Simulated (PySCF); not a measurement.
**Correlation energy of F (fluorine, neutral)**

Starting occupation: [He] 2s2 2p5, 2p1/2 with m_j = -1/2, +1/2, 2p3/2 with m_j = -1/2, +1/2, +3/2. Calculation: PySCF 2.14, in x2c-SVPall-2c (3s2p1d, 14 functions); X2C-1e with screened-nucleus spin-orbit coupling, Gaussian nucleus. Frozen: 1s2; 7 electrons correlated.

MP2 pair energies summed by pair of shells (mhartree):

| pair | energy | share (%) |
| --- | --- | --- |
| 2p-2p | -90.23 | 64.1 |
| 2p-2s | -43.29 | 30.7 |
| 2s-2s | -7.32 | 5.2 |

Total MP2 correlation energy: -140.84 mhartree.

The GHF reference relaxed away from the jj start to a determinant that is no pure jj level (⟨S²⟩ = 0.75, ⟨J²⟩ = 3.75); the energies belong to that determinant.
